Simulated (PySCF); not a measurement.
ReO2F3, SMILES [O]=[Re](=[O])([F])([F])[F], multiplicity 1.

Geometry optimised at B3LYP-D3(BJ)/def2-SVP. The spin state was assumed, not searched. The def2 effective core potentials stand for the cores of Re; spin–orbit coupling is left out.

Two levels are set side by side: TDA-PBE/def2-SVPD (PySCF) and TDA-B3LYP/def2-SVPD (PySCF). Vertical, same geometry. The lowest singlet is HOMO→LUMO 100 % with PBE and HOMO→LUMO 99 % with the other functional; states are paired by order. Differences are taken from unrounded values.

```json
[
 {"quantity": "lowest singlet excitation (eV)", "TDA-PBE": "3.99"},
 {"quantity": "lowest triplet excitation (TDA) (eV)", "TDA-PBE": "3.75"}
]
```

Q: These are the TDA-PBE values. What does TDA-B3LYP give? (The exact figures need the calculation; the answer reports its results.)

A: 
| quantity | TDA-B3LYP | TDA-PBE minus TDA-B3LYP |
|---|---|---|
| lowest singlet excitation (eV) | 4.20 | -0.20 |
| lowest triplet excitation (TDA) (eV) | 3.84 | -0.09 |

A lower first singlet is the usual sign of a functional without exact exchange. Differences between two approximate levels are no errors against the true value.

Rough cost on one machine, each run with all the roots and properties that it gave: TDA-B3LYP against TDA-PBE about 2 times.
